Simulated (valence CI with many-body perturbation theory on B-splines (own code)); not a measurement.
## Ho¹⁷⁺: electric-dipole lines

Level of theory: valence CI with perturbative core correlation (CI+MBPT): four valence electrons over a frozen Dirac-Fock core [Kr] 4d10, radial functions for each j: 7 s, 7 p, 7 d, 7 f, 4 g, 2 h, with the one-electron correlation potential Σ1, the two-electron term Σ2, the three-electron term Σ3, Breit, model QED; selected CI, second order for the rest, scaled by the run's own slope (own B-spline code, finite nucleus).

No measured levels were compared; by estimate terms of the open shell hold to a few per cent of their energy, and close levels can change places.

Lines 201 to 250 of 411 in falling wavelength, among levels below 436860 cm⁻¹, chosen from the strongest by gf and those to the six lowest levels. Wavelengths and rates use the calculated energies, so an error of 2000 cm⁻¹ moves a line at 500.5 Å by 1 % and its rate by three times that or more. Electric multipoles are in the length gauge, E1 and E2 with the static RPA response of the core. Weak lines are less certain than strong ones. Lines between different terms over intervals too small for the method are left out, as are lines whose strength nearly cancels. Where a level lies close to another of its J and parity, the split of strength between their lines is uncertain. The highest levels of a list are the least certain.

Names give the largest LS component (configuration and term), which can be under half, so a name can repeat, a term be missing and a line seem to break the LS rules; names also repeat where a configuration has a term twice. Letters in brackets count levels of one name in rising energy.

| λ vac (Å) | Upper | Lower | A (s⁻¹) | S (a.u.) with core polarisation | S without |
| --- | --- | --- | --- | --- | --- |
| 500.5 | 4f³5s ³F°_4 [a] | 4f⁴ ⁵D_3 | 2.37e+04 | 1.32e-05 | 1.39e-05 |
| 500.1 | 4f³5s ³D°_2 [a] | 4f⁴ ³D_2 [a] | 1.27e+05 | 3.93e-05 | 3.77e-05 |
| 499.8 | 4f³5s ³S°_1 [b] | 4f⁴ ⁵F_1 | 1.21e+04 | 2.23e-06 | 2.35e-06 |
| 498.4 | 4f³5s ³K°_7 | 4f⁴ ⁵I_8 | 1.74e+02 | 1.59e-07 | 9.88e-08 |
| 498.1 | 4f³5s ⁵F°_5 | 4f⁴ ⁵I_6 | 5.91e+01 | 3.96e-08 | 4.17e-08 |
| 498.0 | 4f³5p ⁵K_5 | 4f³5s ³K°_6 | 3.59e+06 | 2.40e-03 | 3.09e-03 |
| 497.8 | 4f³5p ⁵I_5 | 4f³5s ³G°_4 [b] | 3.27e+07 | 2.19e-02 | 2.82e-02 |
| 497.6 | 4f³5s ³P°_0 | 4f⁴ ⁵F_1 | 6.07e+04 | 3.69e-06 | 3.95e-06 |
| 497.1 | 4f³5s ³D°_2 [b] | 4f⁴ ¹D_2 [a] | 4.85e+04 | 1.47e-05 | 1.49e-05 |
| 496.4 | 4f³5s ¹G°_4 [c] | 4f⁴ ³H_4 [b] | 1.23e+05 | 6.68e-05 | 6.82e-05 |
| 495.7 | 4f³5s ³G°_4 [b] | 4f⁴ ⁵F_4 [a] | 3.41e+04 | 1.84e-05 | 1.86e-05 |
| 495.5 | 4f³5s ³I°_5 [b] | 4f⁴ ⁵F_5 | 2.30e+04 | 1.52e-05 | 1.57e-05 |
| 494.4 | 4f³5s ⁵F°_3 | 4f⁴ ⁵I_4 | 2.28e+02 | 9.53e-08 | 9.89e-08 |
| 492.9 | 4f³5s ¹F°_3 [b] | 4f⁴ ³D_2 [b] | 1.56e+05 | 6.48e-05 | 6.64e-05 |
| 492.9 | 4f³5s ³H°_4 [a] | 4f⁴ ⁵I_4 | 1.31e+03 | 6.98e-07 | 7.21e-07 |
| 492.7 | 4f³5p ⁵I_5 | 4f³5s ³G°_5 [b] | 1.43e+05 | 9.29e-05 | 1.19e-04 |
| 491.9 | 4f³5s ³G°_5 [a] | 4f⁴ ⁵I_4 | 3.25e+02 | 2.10e-07 | 2.34e-07 |
| 490.9 | 4f³5s ³K°_6 | 4f⁴ ⁵I_7 | 6.26e+01 | 4.75e-08 | 3.19e-08 |
| 490.4 | 4f³5s ³L°_8 | 4f⁴ ³K_8 [a] | 1.95e+04 | 1.93e-05 | 2.01e-05 |
| 489.8 | 4f³5s ³I°_5 [b] | 4f⁴ ³K_6 [a] | 2.70e+04 | 1.72e-05 | 1.72e-05 |
| 489.7 | 4f³5s ⁵D°_2 | 4f⁴ ⁵F_3 | 6.04e+04 | 1.75e-05 | 1.78e-05 |
| 489.6 | 4f³5s ³D°_3 [c] | 4f⁴ ³D_3 [a] | 1.43e+05 | 5.81e-05 | 5.57e-05 |
| 489.1 | 4f³5s ³P°_1 | 4f⁴ ⁵F_1 | 2.01e+04 | 3.47e-06 | 3.69e-06 |
| 489.1 | 4f³5s ³H°_6 [a] | 4f⁴ ⁵I_6 | 5.04e+02 | 3.78e-07 | 3.63e-07 |
| 489.0 | 4f³5s ³F°_3 [b] | 4f⁴ ³P_2 [a] | 7.28e+04 | 2.94e-05 | 3.04e-05 |
| 488.7 | 4f³5s ⁵D°_3 | 4f⁴ ⁵F_4 [a] | 4.28e+04 | 1.73e-05 | 1.69e-05 |
| 487.9 | 4f³5p ³H_4 | 4f³5s ³F°_3 [a] | 1.35e+07 | 6.98e-03 | 8.99e-03 |
| 487.5 | 4f³5p ³H_4 | 4f³5s ¹G°_4 [a] | 9.38e+05 | 4.83e-04 | 6.18e-04 |
| 487.3 | 4f³5p ⁵K_5 | 4f³5s ⁵G°_4 | 1.86e+06 | 1.17e-03 | 1.50e-03 |
| 487.2 | 4f³5s ³G°_5 [c] | 4f⁴ ⁵F_5 | 2.08e+04 | 1.30e-05 | 1.31e-05 |
| 486.6 | 4f³5s ³K°_7 | 4f⁴ ⁵I_7 | 1.16e+03 | 9.92e-07 | 8.98e-07 |
| 486.5 | 4f³5p ³H_4 | 4f³5s ³G°_4 [a] | 8.69e+05 | 4.44e-04 | 5.72e-04 |
| 486.4 | 4f³5s ⁵D°_3 | 4f⁴ ⁵F_3 | 6.49e+04 | 2.58e-05 | 2.74e-05 |
| 486.0 | 4f³5s ³K°_8 | 4f⁴ ⁵I_8 | 5.46e+03 | 5.26e-06 | 5.09e-06 |
| 485.6 | 4f³5s ³F°_4 [a] | 4f⁴ ³G_5 [a] | 3.75e+04 | 1.91e-05 | 1.89e-05 |
| 485.4 | 4f³5s ⁵F°_5 | 4f⁴ ⁵I_5 | 7.34e+02 | 4.56e-07 | 4.37e-07 |
| 484.9 | 4f³5s ³F°_4 [b] | 4f⁴ ¹F_3 | 3.09e+04 | 1.57e-05 | 1.71e-05 |
| 484.9 | 4f³5p ³H_4 | 4f³5s ¹H°_5 [a] | 9.23e+05 | 4.67e-04 | 5.99e-04 |
| 484.6 | 4f³5s ⁵F°_4 | 4f⁴ ⁵I_4 | 1.69e+03 | 8.55e-07 | 9.02e-07 |
| 484.5 | 4f³5s ¹F°_3 [b] | 4f⁴ ³D_3 [b] | 1.84e+05 | 7.24e-05 | 7.29e-05 |
| 483.7 | 4f³5s ⁵D°_4 | 4f⁴ ⁵F_5 | 8.84e+04 | 4.44e-05 | 4.31e-05 |
| 483.5 | 4f³5p ⁵I_5 | 4f³5s ⁵G°_6 | 1.81e+05 | 1.11e-04 | 1.42e-04 |
| 481.7 | 4f³5s ³D°_3 [b] | 4f⁴ ³D_2 [a] | 4.76e+04 | 1.84e-05 | 1.88e-05 |
| 481.7 | 4f³5s ³G°_5 [c] | 4f⁴ ³K_6 [a] | 2.46e+04 | 1.49e-05 | 1.49e-05 |
| 481.0 | 4f³5s ⁵D°_2 | 4f⁴ ⁵F_1 | 2.55e+03 | 7.01e-07 | 7.36e-07 |
| 480.8 | 4f³5s ³D°_1 [b] | 4f⁴ ³P_1 [a] | 8.68e+04 | 1.43e-05 | 1.47e-05 |
| 479.0 | 4f³5s ³K°_6 | 4f⁴ ⁵I_6 | 5.49e+02 | 3.87e-07 | 3.57e-07 |
| 477.6 | 4f³5p ⁵K_6 | 4f³5s ⁵G°_5 | 2.47e+06 | 1.73e-03 | 2.22e-03 |
| 477.4 | 4f³5s ³G°_5 [d] | 4f⁴ ¹G_4 [a] | 2.80e+04 | 1.65e-05 | 1.67e-05 |
| 477.3 | 4f³5p ⁵K_6 | 4f³5s ³K°_7 | 1.03e+07 | 7.15e-03 | 9.19e-03 |
